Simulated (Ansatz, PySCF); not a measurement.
System: CClF₂, net charge 1, singlet state. 
Coordinates optimised at B3LYP-D3(BJ)/def2-TZVP (Ansatz, a quantum-chemistry and plane-wave program):
```
C
F 1 1.2521
F 1 1.2521 2 115.81
Cl 1 1.6195 2 122.10 3 -180.00
```
Charge +1, spin multiplicity 1.

Total electronic energies in hartree. Cores are frozen in the correlated levels unless marked. No spin-orbit coupling. No relativistic terms. CBS marks a two-point X^-3 extrapolation of the correlation energy; Hartree-Fock from the larger set. The bracket is a focal-point correction in the basis named.

| level | program | energy (Eh) |
|---|---|---|
| BP86-D3(BJ)/def2-TZVPD | PySCF + dftd3 | -697.78093 |
| BP86/def2-TZVPD | PySCF | -697.77769 |
| M06-L/def2-TZVPD | PySCF | -697.69667 |
| PBE0-D3(BJ)/def2-TZVPD | Ansatz + dftd3 | -697.35010 |
| BHLYP-D4/def2-TZVPD | Ansatz + dftd4 | -697.63048 |
| TPSSh-D3(BJ)/def2-TZVPD | PySCF + dftd3 | -697.74338 |
| TPSSh-D4/def2-TZVPD | PySCF + dftd4 | -697.74342 |
| r2SCAN0-D4/def2-TZVPD | Ansatz + dftd4 | -697.56016 |
| HSE06-D3(BJ)/def2-TZVPD | Ansatz + dftd3 | -697.33276 |
| CAM-B3LYP-D3(BJ)/def2-TZVPD | Ansatz + dftd3 | -697.67879 |
| CAM-B3LYP-D4/def2-TZVPD | Ansatz + dftd4 | -697.67884 |
| LC-wPBE/def2-TZVPD | Ansatz | -697.46559 |
| MP2/6-31G | Ansatz | -696.07563 |
| MP2/cc-pVTZ | Ansatz | -696.81336 |
| RI-MP2/aug-cc-pV(Q+d)Z | Ansatz | -696.91840 |
| SCS-MP2/STO-3G | Ansatz | -687.86152 |
| SCS-MP2/6-31G | Ansatz | -696.06135 |
| SCS-MP2/cc-pV(T+d)Z | Ansatz | -696.79145 |
| CCSD/aug-cc-pV(T+d)Z | Ansatz | -696.84654 |
| CCSD/cc-pVTZ | Ansatz | -696.82563 |
| CCSD(T)/cc-pV(Q+d)Z | Ansatz | -696.95517 |
| RI-MP2/CBS(cc-pV(T+d)Z,cc-pV(Q+d)Z)+[CCSD(T)-MP2]/cc-pV(D+d)Z | Ansatz | -696.9964 |
| CCSD(T)/CBS(cc-pV(T+d)Z,cc-pV(Q+d)Z) | Ansatz | -697.0065 |

Totals of different functionals don't rank their quality; only differences between species are comparable.
